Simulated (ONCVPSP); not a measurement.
An all-electron radial function and its pseudo partner (Ru)

Columns: radius, all-electron u(r) and pseudo u(r) of the 4p shell (level -46.38 eV) of ruthenium in the configuration [Ar] 3d10 4s2 4p6 4d7 5s1; PBEsol, scalar-relativistic, ONCV scheme, ONCVPSP 4.0.1.

```tsv
r (bohr)	all-electron	pseudo
0.080	0.3646	0.0066
0.160	-0.0615	0.0292
0.240	-0.4867	0.0750
0.320	-0.5568	0.1517
0.400	-0.3563	0.2621
0.480	-0.0352	0.4022
0.560	0.2984	0.5604
0.640	0.5861	0.7199
0.720	0.8055	0.8626
0.800	0.9539	0.9733
0.880	1.0383	1.0434
0.960	1.0706	1.0718
1.040	1.0633	1.0636
1.120	1.0276	1.0277
1.200	0.9730	0.9729
1.280	0.9069	0.9067
1.360	0.8349	0.8348
1.440	0.7612	0.7611
1.520	0.6886	0.6885
1.600	0.6189	0.6188
1.680	0.5533	0.5533
1.760	0.4926	0.4925
1.840	0.4369	0.4369
1.920	0.3864	0.3863
2.000	0.3408	0.3407
2.080	0.2999	0.2999
```

**Question.** How many radial nodes do the two functions have?

**Answer.** The all-electron 4p function has n − l − 1 = 2; the pseudo-wave has 0, since the states of the same l below it are removed with the core.

**Question.** At about which radius was the pseudo-wave matched?

**Answer.** 1.35 bohr. The columns agree to 0.0005 from 1.04 bohr on; several derivatives are matched, so the curves merge somewhat inside the radius.

**Question.** Is the pseudo-wave norm-conserving?

**Answer.** Yes: the ONCV scheme keeps the norm inside the radius equal to the all-electron one, which fixes the energy derivative of the logarithmic derivative at the level.
